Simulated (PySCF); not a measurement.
C₃H₁₀OSi, triplet, at the geometry of the source list (a higher spin typed on purpose: for a closed-shell molecule this is an excited state); MP2/3-21G in PySCF.

Input for PySCF:
```python
from pyscf import gto, scf, mp

mol = gto.Mole()
mol.atom = '''
    C    -0.235800    1.252900   -1.287700
    Si   -0.182500    0.083400    0.219000
    C    -0.982800   -1.592900   -0.170400
    C     1.627500   -0.118800    0.787700
    O    -1.110300    0.667100    1.437700
    H     0.320500    0.851600   -2.127900
    H     0.187200    2.226500   -1.054300
    H    -1.257900    1.412600   -1.619100
    H    -0.969100   -2.240400    0.700200
    H    -0.464700   -2.105300   -0.974200
    H    -2.018600   -1.467900   -0.468700
    H     2.244300   -0.564600    0.014800
    H     2.074900    0.837000    1.048100
    H     1.690000   -0.757400    1.664200
    H    -0.922700    1.516300    1.830600
'''
mol.basis = '3-21g'
mol.charge = 0
mol.spin = 2
mol.verbose = 5
mol.build()

mf = scf.UHF(mol)
mf.kernel()

pt = mp.MP2(mf)
pt.kernel()
print('E(MP2) = %.10f' % pt.e_tot)
```

Question: Predict the main parts of the log of this PySCF run.

Answer: 
```
PySCF version 2.14.0

[INPUT] verbose = 5
[INPUT] max_memory = 4000
[INPUT] num. atoms = 15
[INPUT] num. electrons = 50
[INPUT] charge = 0
[INPUT] spin (= nelec alpha-beta = 2S) = 2
[INPUT] symmetry False subgroup None
[INPUT] Mole.unit = angstrom
[INPUT] Symbol           X                Y                Z      unit          X                Y                Z       unit  Magmom
[...]
[INPUT] ---------------- BASIS SET ----------------
[INPUT] l, kappa, [nprim/nctr], expnt,             c_1 c_2 ...
[INPUT] H
[...]
                                0.824547          0.904691
[...]
[INPUT] O
[...]
                                48.4308           0.3515
                                10.4206           0.707658
[...]
                                1.5762            1.22156
[...]
                                1.5762            0.853955
[...]
[INPUT] Si
[...]
                                137.336           0.386229
                                29.7601           0.67238
[...]
                                8.31729           0.10741
                                2.21645           0.951446
[...]
                                0.302422          1.25165
[...]
                                8.31729           0.457578
                                2.21645           0.607427
[...]
                                0.302422          0.956883
[...]
[INPUT] C
[...]
                                25.9109           0.358794
                                5.53335           0.700713
[...]
                                0.770545          1.21584
[...]
                                0.770545          0.860619
[...]
nuclear repulsion = 249.473804067364
number of shells = 47
number of NR pGTOs = 117
number of NR cGTOs = 69
basis = 3-21g
ecp = {}

******** <class 'pyscf.scf.uhf.UHF'> ********
method = UHF
initial guess = minao
damping factor = 0
level_shift factor = 0
DIIS = <class 'pyscf.scf.diis.CDIIS'>
diis_start_cycle = 1
diis_space = 8
diis_damp = 0
SCF conv_tol = 1e-09
SCF conv_tol_grad = None
SCF max_cycles = 50
direct_scf = True
direct_scf_tol = 1e-13
number electrons alpha = 26  beta = 24
Set gradient conv threshold to 3.16228e-05
E1 = -1153.4404138867185  E2 = 423.1175644979259  Ecoul = 470.7567726973493  Exc = -47.639208199423365
init E= -480.849045321428
cond(S) = 241.2470311757267

  alpha mo_energy =
[-68.28387443 -20.68031255 -11.25796327 -11.25632375 -11.25598859
  -6.10981043  -4.19050026  -4.1879367   -4.18771249  -1.64482234
  -1.31752239  -1.21396081  -1.20854812  -0.80248708  -0.62259838
  -0.55283682  -0.54121226  -0.50621175  -0.49507126  -0.47748784
  -0.46384433  -0.46321411  -0.46113621  -0.32278073  -0.31274304
   0.10964423   0.14619484   0.18136801   0.18195034   0.23692286
   0.24749033   0.25013112   0.26943906   0.2812457    0.28492897
   0.29837924   0.30341301   0.32052488   0.32470751   0.56723719
   0.58242828   0.6048852    0.64272821   0.81878096   0.82914534
   1.01476187   1.0293374    1.0315501    1.06923882   1.08996651
   1.10220237   1.11433797   1.22384166   1.24188801   1.24338585
   1.27315535   1.28240415   1.285328     1.28982011   1.32355777
   1.32699348   1.35811893   1.76954794   1.7844374    1.90928095
   1.94533743   1.95123538   2.08411347   3.11667393]
  beta  mo_energy =
[-68.28387443 -20.68031255 -11.25796327 -11.25632375 -11.25598859
  -6.10981043  -4.19050026  -4.1879367   -4.18771249  -1.64482234
  -1.31752239  -1.21396081  -1.20854812  -0.80248708  -0.62259838
  -0.55283682  -0.54121226  -0.50621175  -0.49507126  -0.47748784
  -0.46384433  -0.46321411  -0.46113621  -0.32278073  -0.31274304
   0.10964423   0.14619484   0.18136801   0.18195034   0.23692286
   0.24749033   0.25013112   0.26943906   0.2812457    0.28492897
   0.29837924   0.30341301   0.32052488   0.32470751   0.56723719
   0.58242828   0.6048852    0.64272821   0.81878096   0.82914534
   1.01476187   1.0293374    1.0315501    1.06923882   1.08996651
[...]
   0.3170728    0.31712984   0.34041751   0.35169462   0.36937375
   0.3830572    0.4032435    0.41321312   0.43393312   0.62499991
   0.62529514   0.64781661   0.71384608   0.87036734   0.88211497
   1.0837479    1.09632594   1.10640149   1.10798711   1.14568332
   1.15151526   1.16790236   1.30151741   1.30813236   1.31818879
   1.34538572   1.36500619   1.36910211   1.38945431   1.40698292
   1.41728131   1.45402255   1.92636357   1.94574798   2.03802657
   2.08239541   2.11352885   2.20616444   3.33289255]
multiplicity <S^2> = 2.0416183  2S+1 = 3.0276184
E1 = -1156.3653043713348  E2 = 426.52850318540305  Ecoul = 474.08699104643625  Exc = -47.5584878610332
cycle= 49 E= -480.362997118568  delta_E= -0.0136  |g|= 0.047  |ddm|= 0.924

  alpha mo_energy =
[-6.83310649e+01 -2.03825153e+01 -1.12196419e+01 -1.12174179e+01
 -1.11309907e+01 -6.12581790e+00 -4.22602690e+00 -4.22335351e+00
 -4.21962205e+00 -1.29526272e+00 -1.02948191e+00 -9.99853280e-01
 -9.30444693e-01 -6.99326420e-01 -6.29078922e-01 -6.15396230e-01
 -6.06092071e-01 -5.97667533e-01 -5.96266228e-01 -5.54403129e-01
 -5.33212424e-01 -5.16450425e-01 -4.90686273e-01 -4.40784709e-01
 -4.33278583e-01 -3.60133182e-02  2.13999095e-01  2.49979075e-01
  2.64480908e-01  2.90501355e-01  2.95576916e-01  2.99340604e-01
  3.12667796e-01  3.30687813e-01  3.46642421e-01  3.60014491e-01
  3.81364352e-01  3.82000149e-01  4.08754769e-01  6.00801548e-01
  6.06886894e-01  6.34126952e-01  6.86464699e-01  8.56556034e-01
  8.59177638e-01  1.03557742e+00  1.04041336e+00  1.09627454e+00
  1.10453214e+00  1.13302219e+00  1.14125488e+00  1.15902718e+00
  1.28667031e+00  1.29241174e+00  1.29964127e+00  1.32921316e+00
  1.35190704e+00  1.36607188e+00  1.38862639e+00  1.39249526e+00
  1.40440248e+00  1.44803384e+00  1.89595695e+00  1.92964461e+00
  2.03680807e+00  2.05741972e+00  2.11062520e+00  2.21075349e+00
  3.32434008e+00]
  beta  mo_energy =
[-68.32938999 -20.3636808  -11.20625015 -11.20409148 -11.1324943
  -6.1240874   -4.22237817  -4.21828198  -4.21541787  -1.2422359
  -0.97298304  -0.93987329  -0.92797079  -0.66634426  -0.59881019
  -0.59317776  -0.58603441  -0.57610481  -0.55190837  -0.53874817
  -0.51643792  -0.45767394  -0.43317722  -0.38042744  -0.08568178
   0.23159496   0.26341492   0.27293437   0.27509716   0.3095939
   0.31522905   0.31524458   0.33702589   0.35180448   0.36753838
   0.38639442   0.40628417   0.41166867   0.43887572   0.62590566
   0.62883075   0.64820425   0.7189563    0.86862774   0.87905506
   1.08034675   1.09214575   1.10441648   1.10605982   1.14270346
   1.14903213   1.16611739   1.29887305   1.30292559   1.3135567
   1.34023874   1.36224762   1.36948414   1.39873104   1.40410876
   1.41834701   1.45275684   1.92429249   1.95392819   2.05021728
   2.0878438    2.12749911   2.22333634   3.3584144 ]
multiplicity <S^2> = 2.034856  2S+1 = 3.023148
E1 = -1156.4686830112205  E2 = 426.6411756459099  Ecoul = 474.2221876362097  Exc = -47.58101199029977
cycle= 50 E= -480.353703297946  delta_E= 0.00929  |g|= 0.045  |ddm|= 0.557
SCF not converged.
SCF energy = -480.353703297946 after 50 cycles  <S^2> = 2.034856  2S+1 = 3.023148

******** <class 'pyscf.mp.ump2.UMP2'> ********
nocc = (np.int64(26), np.int64(24)), nmo = (69, 69)
E1 = -1156.4686830112205  E2 = 426.6411756459099  Ecoul = 474.2221876362097  Exc = -47.58101199029977
transform (ia|jb) incore
Init E(MP2) = -0.475193039420068
cycle = 1  E_corr(MP2) = -0.476311757106615  dE = -0.00111871769  norm(t2) = 0.00506133
cycle = 2  E_corr(MP2) = -0.476341077651324  dE = -2.93205447e-05  norm(t2) = 0.00012447
cycle = 3  E_corr(MP2) = -0.476341450904891  dE = -3.73253567e-07  norm(t2) = 4.34218e-06
cycle = 4  E_corr(MP2) = -0.476341455660186  dE = -4.75529566e-09  norm(t2) = 1.0036e-07
E(UMP2) = -480.830044753607  E_corr = -0.476341455660186
E(SCS-UMP2) = -480.830907472156  E_corr = -0.477204174209958
E_corr(same-spin) = -0.108929506825692
E_corr(oppo-spin) = -0.367411948834495
E(MP2) = -480.8300447536
```

The run did not converge; its last values are not results.
